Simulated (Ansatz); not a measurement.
Relaxation of C₂H₂N₂Si (7 atoms, charge 0, multiplicity 1), to a largest force component of 0.02 eV/Å in at most 50 steps.

Method: UKS r2SCANh-D4/def2-SVP in Ansatz.

```xyz
7
Properties=species:S:1:pos:R:3
N 0.258 -2.608 1.077
C 0.259 -1.461 0.708
Si 0.336 0.331 0.133
C -0.960 0.783 -1.021
N -1.896 1.053 -1.758
H 0.355 1.254 1.330
H 1.709 0.580 -0.515
```

Where does it end, and by what steps?

It converged. After 4 steps the energy has fallen by 0.475 eV; N1 moved furthest, 0.14 Å.

```tsv
step	energy less start (eV)	largest force component (eV/Å)	accepted
0	0.0000	5.778	yes
1	-0.4469	0.609	yes
2	-0.4707	0.193	yes
3	-0.4728	0.065	yes
4	-0.4746	0.009	yes
```

```xyz
7
Properties=species:S:1:pos:R:3
N 0.183 -2.511 1.009
C 0.264 -1.403 0.674
Si 0.426 0.366 0.164
C -0.975 0.726 -0.987
N -1.849 0.973 -1.709
H 0.307 1.230 1.358
H 1.707 0.550 -0.554
```

Whether the end is a true minimum wasn't checked by a vibrational analysis.

The run took 15 s on 2 threads of AMD EPYC 9R14 (Zen 4), on a shared host, peak memory 0.28 GiB.
